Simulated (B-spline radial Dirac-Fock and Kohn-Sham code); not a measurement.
The Kα2 (K-L2) line from Pr to Lu

Level of theory: Dirac-Fock (average of configuration) total-energy differences with a finite nucleus, the Breit interaction including its frequency dependence, and self-energy and vacuum-polarisation corrections; a radial atomic solver. Free neutral atoms. Correlation and solid-state effects are left out.

```tsv
Z	element	energy (eV)	wavelength (Å)
59	Pr	35547.4	0.34879
60	Nd	36844.9	0.33650
61	Pm	38169.3	0.32483
62	Sm	39520.6	0.31372
63	Eu	40899.7	0.30314
64	Gd	42305.8	0.29307
65	Tb	43741.8	0.28345
66	Dy	45204.7	0.27427
67	Ho	46697.1	0.26551
68	Er	48218.4	0.25713
69	Tm	49769.5	0.24912
70	Yb	51349.9	0.24145
71	Lu	52960.1	0.23411
```

Q: How well does Moseley's law, √E linear in Z, describe these energies?

A: A straight-line fit gives √(E/eV) = 3.4655·(Z − 4.63). The slope squared is 0.8827 Ry, against 0.7500 Ry for a hydrogen-like ion. The residuals, fit less computed, are Pr -43.0, Nd -22.5, Pm -4.9, Sm +9.8, Eu +20.8, Gd +28.7, Tb +30.7, Dy +29.9, Ho +23.6, Er +12.5, Tm -4.4, Yb -26.7, Lu -54.7 eV.
